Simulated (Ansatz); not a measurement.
FeH2O, SMILES [OH][FeH] (connectivity only; charge and spin as stated), neutral, multiplicity 5.

Geometry: B3LYP-D3(BJ)/def2-TZVP. The spin state was assumed, not searched.

Two levels are set side by side: PBE/def2-TZVPD (Ansatz, a program for electronic structure) and PBE0/def2-TZVPD (Ansatz). Energy differences of separate SCF runs at the same geometry; the states with an electron removed or added have multiplicity 6 and 4. Differences are taken from unrounded values.

```tsv
quantity	PBE0
vertical ionisation energy (eV)	9.63
vertical electron affinity (eV)	0.71
```

### Question
What does PBE give, and how far is it from PBE0? (Estimate from the structure and the level; the computed values follow.)

### Answer

| quantity | PBE | PBE minus PBE0 |
|---|---|---|
| vertical ionisation energy (eV) | 9.29 | -0.35 |
| vertical electron affinity (eV) | 1.12 | 0.41 |
